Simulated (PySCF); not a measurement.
H₁₁NSi₄.
SMILES with atom numbers: `[SiH3:1][SiH2:2][N:3]([SiH3:4])[SiH3:5]` (hydrogens: H6, H7, H8 on Si1; H9, H10 on Si2; H11, H12, H13 on Si4; H14, H15, H16 on Si5)

Computed with core-valence-separated Tamm–Dancoff BHandHLYP/aug-pcX-1 (pcseg-1 on H, def2-SVPD on Si) in PySCF, non-relativistic, gas phase, PBE0-D3(BJ)/def2-SVP geometry. Absolute energies from this functional tend to lie a few eV below measured edges; no shift was applied.

(1) Give energies, oscillator strengths and core holes at the N K edge.

Answers

(1) 
| E (eV) | f | core hole on | main final orbital |
| --- | --- | --- | --- |
| 398.75 | 0.0033 | N3 | LUMO (87 %) |
| 399.99 | 0.0117 | N3 | LUMO+2 (69 %) |
| 400.04 | 0.0285 | N3 | LUMO+5 (47 %) |
| 400.26 | 0.0162 | N3 | LUMO+3 (39 %) |
| 400.36 | 0.0052 | N3 | LUMO+4 (39 %) |
| 400.48 | 0.0230 | N3 | LUMO+6 (53 %) |
| 400.82 | 0.0021 | N3 | LUMO+1 (58 %) |

The first line with a tenth or more of the strongest one's intensity is at 398.75 eV (f = 0.003), with the hole on N3 (nitrogen bridging silicon atoms). The strongest listed is at 400.04 eV (f = 0.029; N3).

Roots within 0.03 eV whose holes lie on the same, on equivalent or on shared atoms are summed into one line, and the highest roots are left out, as the search may have cut off their partners. Final orbitals are the ground state's empty Kohn–Sham orbitals.

Task: What length of transition dipole belongs to the line at 400.26 eV?

Result: From f = (2/3) ΔE |μ|² in atomic units, with ΔE = 14.709 Eh and f = 0.0162: |μ| = 0.041 au = 0.10 D.

Only the lowest roots of each edge were sought.

Rough CPU time on one thread of a shared machine: about 28 s.

The values belong to the conformer `[SiH3:1][SiH2:2][N:3]([SiH3:4])[SiH3:5]`: Si1–Si2–N3–Si4 -85°.
